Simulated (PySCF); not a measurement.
## Dipole response of Zn (zinc, neutral)

[Ar] 3d10 4s2, closed-shell 1S. All numbers are calculated (PySCF 2.14, scalar relativity through the core potential, in aug-cc-pwCVTZ-PP with ECP10MDF (8s8p7d4f3g, 122 functions)). Coupled (time-dependent) response in atomic units; α is the mean over directions.

```csv
method,mean α (bohr³),C₆ (like pair),S(−4)
HSE06,39.92,287.5,826.6
```

S(−4) is the Cauchy moment in α(ω) = α(0) + S(−4) ω² + …

Reference α: 38.67 ± 0.3 bohr³ (recommended; Schwerdtfeger and Nagle, table of static dipole polarizabilities (2023 update)). Published C₆: 284.0 (Chu and Dalgarno (2004); Tang, Norbeck and Certain (1976)).

α(iu) at HSE06:

```csv
u (hartree),α(iu) (bohr³)
0,39.92
0.0500,37.96
0.100,33.19
0.200,22.59
0.300,15.29
0.500,8.208
0.750,4.825
1.00,3.338
1.50,2.029
2.00,1.430
3.00,0.8535
5.00,0.4199
```

A single London oscillator, α(iu) = α/(1 + u²/ω²), gives C₆ = (3/4) ω α². Matching the computed C₆ needs ω = 4 × 287.5 / (3 × 39.92²) = 0.241 hartree.

Energies and moments cover only the electrons outside the core potential.
